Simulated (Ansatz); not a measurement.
Consider the ligand exchange at a B–S bond: `BSB(O)Cl` + `C=CNC` → `BN(C)C=C` + `OB(S)Cl`.

Isolated molecules relaxed with PBE0-D4/def2-TZVP in Ansatz; ΔE leaves out vibrations. CCSD(T)/CBS is the MP2 limit (def2-TZVPP, def2-QZVPP) plus CCSD(T) − MP2 in def2-TZVPP, frozen cores. Functionals use def2-TZVPP. B3LYP here is the variant with VWN-RPA as its local correlation; programs differ in this. One conformer a species, not always the lowest.

```csv
level,ΔE (eV)
BLYP-D4,-0.86
r2SCAN-D4,-0.83
PBE0-D4,-0.82
B3LYP-D4,-0.87
PBE-QIDH,-0.86
B3LYP,-0.85
MP2/def2-SVP,-0.96
MP2/def2-QZVPP,-0.91
```

What does CCSD(T)/CBS give? (Estimate.)

Ansatz gave: -0.90 eV. The listed levels differ from it by 0.04, 0.07, 0.08, 0.03, 0.04, 0.05, -0.06, -0.01 eV.

Largest T1 diagnostic among the species: 0.014.

In def2-TZVPP, CCSD(T) changes the Hartree–Fock value by −0.08 eV (the triples alone add −0.00 eV) and MP2 by −0.08 eV. At CCSD(T), def2-SVP lies −0.06 eV from the extrapolated value and def2-TZVPP −0.02 eV. From BLYP to BHLYP (50 % exact exchange), in def2-TZVPP and without D4, ΔE moves by −0.05 eV.
